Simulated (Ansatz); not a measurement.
The cluster Al2Ga2As4. Total charge 0; triplet. Geometry PBE-D4/def2-SVP, that of the neutral singlet; atoms count from 1.

```xyz
8

Al   -0.6602    0.0342    1.6786
Al    0.4479    1.5410   -0.3381
Ga    2.3634   -1.5955   -0.1585
Ga   -2.1439    0.9225   -1.2338
As    0.4082   -2.0360    1.5844
As    1.2846    0.1286   -1.9790
As   -1.2110    2.3040    1.1931
As   -0.4889   -1.2988   -0.7466
```

At PBE0-D4/def2-SVP a singlet of charge 0 lies 1.61 eV below the triplet at the same geometry. Another isomer (singlet) lies 0.17 eV lower at PBE0-D4/def2-TZVP; other spin states weren't run for this one.

Question: Estimate the Mulliken populations from the PBE0/def2-SVP orbitals of Ansatz.

Answer: 
| atom | charge (e) | spin (α − β) |
| --- | --- | --- |
| Al1 | 0.28 | 0.59 |
| Al2 | 0.18 | 0.35 |
| Ga3 | 0.29 | 0.40 |
| Ga4 | 0.22 | 0.06 |
| As5 | -0.19 | 0.47 |
| As6 | -0.21 | 0.18 |
| As7 | -0.28 | -0.01 |
| As8 | -0.29 | -0.04 |
Mulliken values depend strongly on the basis.

Question: Where does the spin sit?

Answer: Summed by element: Al 0.94, Ga 0.46, As 0.60, of 2 unpaired in all. Largest on single atoms: Al1 0.59, As5 0.47, Ga3 0.40.

Question: And the Mayer bond orders between heavy atoms (over 0.3)?

Answer: Al1–Al2 0.35 (2.75 Å); Al1–As5 0.86 (2.33 Å); Al1–As7 0.91 (2.39 Å); Al1–As8 0.37 (2.77 Å); Al2–As6 1.04 (2.32 Å); Al2–As7 1.14 (2.38 Å); Ga3–As5 0.68 (2.66 Å); Ga3–As6 0.57 (2.73 Å); Ga4–As7 0.50 (2.94 Å); Ga4–As8 0.36 (2.81 Å); As5–As8 0.78 (2.60 Å); As6–As8 0.80 (2.59 Å).
